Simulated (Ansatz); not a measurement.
Two members of one family ((CsH)n), computed with Ansatz in the gas phase; def2 core potentials for Cs, no spin–orbit coupling. The two geometries come from different levels. Binding counts from free atoms in the multiplicity of their measured ground term, without zero-point energy. Singlets are spin-restricted. The structures are stationary points that may keep the symmetry of their start. Remarks come from the PBE and PBE0 runs and from stability tests at other levels; not every state was tested. HOMO above LUMO (over both spins in singlets and doublets, within one spin in higher multiplets; at PBE or PBE0), or a gap under 0.15 eV within one spin, warns that the state may not be the lowest or that an electron is smeared out.

First: Cs2H2 (singlet, charge 0, PBE0-D4/def2-TZVP geometry).

```xyz
4

Cs    0.567   -2.038    0.153
Cs   -0.566    2.038   -0.153
H     0.880    0.134   -1.468
H    -0.880   -0.134    1.468
```

```json
{"level": "PBE-D4/def2-SVP", "HOMO (eV)": "-3.03", "LUMO (eV)": "-0.92", "gap (eV)": "2.12", "binding per atom (eV)": "1.19"}
{"level": "PBE-D4/def2-TZVP", "HOMO (eV)": "-3.16", "LUMO (eV)": "-0.87", "gap (eV)": "2.29", "binding per atom (eV)": "1.25"}
{"level": "PBE-D4/def2-TZVPD", "HOMO (eV)": "-3.14", "LUMO (eV)": "-0.87", "gap (eV)": "2.28", "binding per atom (eV)": "1.26"}
{"level": "PBE0-D4/def2-SVP", "HOMO (eV)": "-3.94", "LUMO (eV)": "-0.46", "gap (eV)": "3.48", "binding per atom (eV)": "1.18"}
{"level": "PBE0-D4/def2-TZVPD", "HOMO (eV)": "-4.07", "LUMO (eV)": "-0.42", "gap (eV)": "3.64", "binding per atom (eV)": "1.25"}
```

Second: Cs3H3 (singlet, charge 0, PBE-D4/def2-TZVP geometry).

```xyz
6

Cs    1.861    1.917    1.178
Cs   -2.849    0.155    0.627
Cs    0.987   -2.071   -1.805
H    -0.832    1.743    1.538
H    -1.572   -1.629   -0.988
H     2.406   -0.115   -0.550
```

Task: Estimate the same table for the second.

Result: 
```
             level  HOMO (eV)  LUMO (eV)  gap (eV)  binding per atom (eV)
   PBE-D4/def2-SVP      -3.03      -0.63      2.39                   1.26
  PBE-D4/def2-TZVP      -3.12      -0.60      2.52                   1.32
 PBE-D4/def2-TZVPD      -3.11      -0.61      2.50                   1.32
  PBE0-D4/def2-SVP      -3.93      -0.21      3.72                   1.25
PBE0-D4/def2-TZVPD      -4.03      -0.20      3.83                   1.31
```

Remarks: gap within one spin near zero at PBE or PBE0 (triplet), HOMO above LUMO (triplet).
